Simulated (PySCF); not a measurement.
SMILES c1(OC)sc(C=C)cc1 (C₇H₈OS), GFN2-xTB optimised geometry.

```
17

C     -2.30    -2.77     0.00
C     -0.97    -2.83     0.00
C     -0.09    -1.69     0.00
C      1.27    -1.69     0.00
C      1.85    -0.41     0.00
C      0.92     0.58     0.00
O      1.18     1.90     0.00
C      0.08     2.78     0.00
S     -0.70    -0.05     0.00
H     -2.91    -3.66     0.00
H     -2.82    -1.83     0.00
H     -0.47    -3.78     0.00
H      1.85    -2.60     0.00
H      2.91    -0.22     0.00
H     -0.54     2.63     0.89
H     -0.54     2.63    -0.89
H      0.49     3.78     0.00
```

Density from B3LYP/def2-SVP in PySCF 2.14.0 at that geometry.

Minimum of the electron density along straight lines between bonded atoms, close to the bond critical point (lines longer than 1.1 times the sum of covalent radii, or with two minima, are not listed):

| bond | length / Å | ρ at the minimum / e bohr⁻³ | ∇²ρ there / e bohr⁻⁵ | position (fraction from the first atom) |
|---|---|---|---|---|
| C1–C2 | 1.330 | 0.342 | -0.92 | 0.49 |
| C2–C3 | 1.435 | 0.285 | -0.71 | 0.49 |
| C3–C4 | 1.368 | 0.321 | -0.81 | 0.51 |
| C4–C5 | 1.407 | 0.300 | -0.75 | 0.50 |
| C5–C6 | 1.365 | 0.323 | -0.84 | 0.47 |
| C6–O7 | 1.344 | 0.296 | -0.25 | 0.33 |
| O7–C8 | 1.408 | 0.253 | -0.30 | 0.66 |
| C3–S9 | 1.748 | 0.205 | -0.40 | 0.46 |
| C6–S9 | 1.739 | 0.211 | -0.47 | 0.48 |
| C1–H10 | 1.075 | 0.284 | -1.09 | 0.63 |
| C1–H11 | 1.078 | 0.282 | -1.07 | 0.63 |
| C2–H12 | 1.083 | 0.282 | -1.07 | 0.63 |
| C4–H13 | 1.076 | 0.284 | -1.09 | 0.63 |
| C5–H14 | 1.074 | 0.284 | -1.09 | 0.63 |
| C8–H15 | 1.095 | 0.281 | -1.07 | 0.64 |
| C8–H16 | 1.095 | 0.281 | -1.07 | 0.64 |
| C8–H17 | 1.088 | 0.286 | -1.12 | 0.64 |
